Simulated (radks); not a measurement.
Values are calculated unless marked as measured or tabulated.
Question: The table gives one normalised radial function P(r) = r R(r) of Au in [Xe] 4f14 5d10 6s1 (r in bohr). Level of theory: scalar-relativistic Kohn-Sham, PBEsol, spin-polarised, spherical densities, finite nucleus; open shells are filled with parallel spins first (spin-orbit coupling, left out, can overturn this in heavy ions); Fermi nuclear charge, rms radius 5.4371 fm; hard spherical wall at 6 bohr (a radial shooting solver on a logarithmic mesh with Libxc functionals).

r           P
0.00315    0.0517
0.004202   0.0587
0.005604   0.0638
0.007535   0.0649
0.01005    0.0588
0.0134     0.0424
0.01802    0.0123
0.02404   -0.0285
0.03206   -0.0720
0.0431    -0.0997
0.05748   -0.0841
0.07667   -0.0122
0.1031     0.0925
0.1375     0.1434
0.1834     0.0641
0.2465    -0.1169
0.3288    -0.2040
0.4386    -0.0548
0.5849     0.2166
0.7864     0.3125
1.049      0.0769
1.399     -0.3244
1.881     -0.6296
2.509     -0.6848
3.346     -0.5267
4.499     -0.2620
6         0.0000

Which n and l does it have? It may be an empty orbital.

Answer: n = 6, l = 0: the number of nodes gives n - l - 1 = 5, the rise at small r (about r^(l+1), flatter next to the nucleus through relativity) gives l, and the extent must fit the shell. The curve is that of 6s up; the table hardly tells the two spins apart. 6s up: eigenvalue -5.515 eV, 5 radial nodes at r = 0.0198, 0.0795, 0.205, 0.465, 1.11 bohr, <r> = 2.66 bohr, 90 % of the charge inside 3.88 bohr.
